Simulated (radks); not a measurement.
Results of a calculation; reference values are marked as such.
Spin polarisation of the 5d5 shell in Re+. Start: [Xe] 4f14 5d(up 2.5, down 2.5) 6s(up 0.5, down 0.5); electrons of 5d are moved from spin down to spin up, other shells keep equal spins. Code: a radial shooting solver on a logarithmic mesh with Libxc functionals. Model: scalar-relativistic Kohn-Sham, LDA (Slater exchange, Perdew-Wang correlation), spin-polarised, spherical densities, finite nucleus; Fermi nuclear charge, rms radius of each element as measured or else 0.836 A^(1/3) + 0.57 fm.

moment (Bohr magnetons)  E - E(0) (eV)  e(5d up) (eV)  e(5d down) (eV)  6s down minus up (eV)  4f down minus up (eV)  5p down minus up (eV)
0                                0.000        -13.209          -13.209                  0.000                  0.000                  0.000
1                               -0.138        -13.470          -12.916                  0.356                  0.103                  0.496
2                               -0.554        -13.700          -12.589                  0.717                  0.206                  0.993
3                               -1.250        -13.902          -12.224                  1.088                  0.309                  1.493
4                               -2.232        -14.072          -11.818                  1.472                  0.412                  1.997
5                               -3.506        -14.210          -11.366                  1.871                  0.513                  2.505

At moment 5 the spin-polarisation energy is -3.506 eV and the 5d exchange splitting 2.845 eV, that is 0.569 eV per Bohr magneton; E = -I m^2/4 would give I = 0.561 eV.
